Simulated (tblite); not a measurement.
`O(C[C@@H](C(F)(F)F)F)[CH2]` [radical] (doublet state). Structure optimised with GFN2-xTB, isolated species. This method treats the open shell by occupation alone, without spin polarisation.

```
atom  x, y, z in Å
C1     2.2686    0.3647   -0.2798
O2     1.7730   -0.5257    0.6277
C3     0.4209   -0.8393    0.5007
C4    -0.4872    0.3330    0.9212
F5    -0.6686    0.3416    2.2760
C6    -1.8666    0.2275    0.2590
F7    -1.7479    0.3395   -1.0739
F8    -2.4584   -0.9455    0.4964
F9    -2.6994    1.1863    0.6580
H10    3.3179    0.5446   -0.1684
H11    1.7727    0.4806   -1.2282
H12    0.1783   -1.1141   -0.5361
H13    0.2283   -1.6878    1.1628
H14   -0.0323    1.2942    0.6423
```

Question: What is the longest distance between nuclei?

Answer: F9···H10, 6.11 Å; the next longest distance is 6.00 Å.

Question: Work out the bond lengths C1–O2, O2–C3, C3–C4, C3–H13, C4–F5, C4–H14 in bohr.

Answer: For C1–O2 the difference vector is (-0.4956, -0.8904, 0.9075) Å, of length 1.3645 Å. 1 bohr = 0.529177 Å. C1–O2 2.579; O2–C3 2.634; C3–C4 2.913; C3–H13 2.066; C4–F5 2.583; C4–H14 2.078 bohr.

Question: What is the repulsion energy of the bare nuclei, Σ ZA·ZB/RAB?

Answer: 516.44 Eh over 91 pairs, with full nuclear charges and distances in bohr; the largest single term is 21.47 Eh (C6 with F9).

Question: What are the angles C1–O2–C3, C4–C3–H12, H12–C3–H13, C3–C4–C6, F5–C4–C6?

Answer: From the scalar product of the two bond vectors; for C1–O2–C3 it is -0.8341 Å² over 1.3645 × 1.3938 Å², cos θ = -0.4386. C1–O2–C3 116.0°; C4–C3–H12 108.5°; H12–C3–H13 109.8°; C3–C4–C6 111.1°; F5–C4–C6 108.0°.

Question: Where is the centre of mass (commonest isotopes), and what is the radius of gyration?

Answer: Mass 145.028 u; centre at (-0.731, 0.067, 0.493) Å; Rg = √(Σ m r²/M) = 2.048 Å. As Ia + Ib + Ic = 2 Σ m r², the three principal moments sum to 1217.1 u·Å².

Question: Write the matrix of distances between heavy atoms (Å, lower triangle).

Answer: 
```
C1    0.000
O2    1.365  0.000
C3    2.339  1.394  0.000
C4    3.006  2.436  1.541  0.000
F5    3.894  3.071  2.394  1.367  0.000
C6    4.172  3.735  2.536  1.534  2.349  0.000
F7    4.094  4.005  2.928  2.360  3.519  1.343  0.000
F8    4.966  4.254  2.881  2.388  2.833  1.335  2.150  0.000
F9    5.122  4.789  3.723  2.386  2.730  1.331  2.150  2.151  0.000
```

Its GFN2-xTB frequencies are all real (lowest 34 cm⁻¹). 3 starts were optimised and ended at 0.00, 1.07 and 1.20 kcal/mol (GFN2-xTB); the lowest of these is shown.

One conformer stands for the species.

These are computed values.
